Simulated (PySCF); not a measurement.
C4H3F4O (doublet state).
Numbering: `[F:1][C:2]1[CH2:3][O:4][C:5]([F:6])([F:7])[C@@H:8]1[F:9]` (hydrogens: H10, H11 on C3; H12 on C8)

Cartesian coordinates in Å at the GFN2-xTB level; atoms count from 1:
```xyz
12
C4H3F4O angstrom
F      1.1819    2.0543    0.3181
C      0.5532    0.9862   -0.1786
C      1.3019   -0.2565   -0.4927
O      0.3422   -1.3030   -0.3984
C     -0.7875   -0.8785    0.2289
F     -0.7840   -1.2832    1.5357
F     -1.8588   -1.4625   -0.3128
C     -0.8470    0.6727    0.1907
F     -1.7577    1.0764   -0.7647
H      1.7151   -0.2809   -1.5096
H      2.1277   -0.4297    0.2164
H     -1.1858    1.1040    1.1411
```

The hyperfine couplings belong to this conformer and change with its torsions.

Level of theory: UKS B3LYP, pcH-1 on C F H O, non-relativistic, mean-field spin-orbit, GIAO in PySCF 2.14.0. Geometry: GFN2-xTB, one conformer, isolated molecule. A GFN2-xTB geometry isn't a minimum of the functional, and hyperfine couplings can be far from their values at a DFT geometry. Stability of the SCF solution: not tested.

Computed for the main isotopes (class means, splittings of 0.05 mT or more): g = 2.0034; F9 19F +259.9 MHz (9.27 mT); F1 19F +177.8 MHz (6.34 mT); H10 1H +98.7 MHz (3.52 mT); H11 1H +81.5 MHz (2.91 mT); H12 1H +28.6 MHz (1.02 mT); F7 19F +15.2 MHz (0.54 mT); 64 first-order lines, 23.60 mT wide.

Q: What changes when 1H at H10 is replaced by 2H?

A: The spin density stays the same (vibrational effects aside), so a scales with the nuclear g factor: 0.85744/5.58569 = 0.1535, so a goes from +98.7 to +15.2 MHz (0.540 mT). The spin goes from 1/2 to 1, so the 1:1 doublet becomes a 1:1:1 triplet. The spectrum then has 96 first-order lines over 21.16 mT.

Q: Give position and intensity of the satellites from 13C at C2.

A: a = +175.0 MHz, or 6.24 mT in magnitude, and I = 1/2, so to first order each main line has two satellites, at ±3.12 mT. The isotope's abundance is about 1.07 %, shared among 2 lines, so each has 0.54 % of the main line's intensity.

Q: Where do the 13C satellites of C8 appear, and how strong are they?

A: a = -31.1 MHz, or 1.11 mT in magnitude, and I = 1/2, so to first order each main line has two satellites, at ±0.56 mT. The isotope's abundance is about 1.07 %, shared among 2 lines, so each has 0.54 % of the main line's intensity.
